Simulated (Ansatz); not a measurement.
BCl3, charge -1, doublet, geometry from GFN2-xTB (a state made from the parent by changing its charge; the spin is typed, not shown lowest) (a gas-phase anion, which may not be bound at this level); HF/6-31G** in Ansatz (an electronic-structure program).

The Ansatz input:
Ansatz 0.2 input:
```yaml
crystal:
  periodic: [false, false, false]
  atoms:
    - {symbol: B, position_ang: [0.00409589, 0.01392452, 0.00870572]}
    - {symbol: Cl, position_ang: [1.75461390, -0.24874663, -0.43087965]}
    - {symbol: Cl, position_ang: [-0.68171649, -0.74958120, 1.51644082]}
    - {symbol: Cl, position_ang: [-1.07410209, 0.99423238, -1.08812167]}
basis:
  gaussian:
    orbitals: 6-31G__.json
hamiltonian:
  xc: hf
total_charge: -1
magnetization: {spin_polarized: true, initial_magnetization: 1}
```
The basis file holds 6-31G** in the JSON format of the Basis Set Exchange.

The log (banner, timings and long lists left out):

```
Functional definition: HF
640 factors; integrals over basis functions are off by at most 5.5e-4 eV
mean field evaluation 1: about -38180.6687 eV, gradient 1.6e1 eV
mean field evaluation 2: about -38180.7688 eV, gradient 1.6e1 eV
mean field evaluation 4: about -38183.1690 eV, gradient 3.1e0 eV
mean field evaluation 8: about -38183.8493 eV, gradient 7.5e-1 eV
mean field evaluation 16: about -38183.8850 eV, gradient 1.1e-5 eV
mean field -38183.88495096 eV, -1403.2318899810 hartree, gradient 1.1e-5 eV, S^2 0.767973; 0 other end points of the search recorded, 0 dependent functions left out
reference -38183.88495096 eV, -1403.2318899810 hartree; 29, 28 occupied and 43, 44 virtual orbitals, 640 factors
Total energy: -38183.88495096 eV, -1403.2318899810 hartree
```
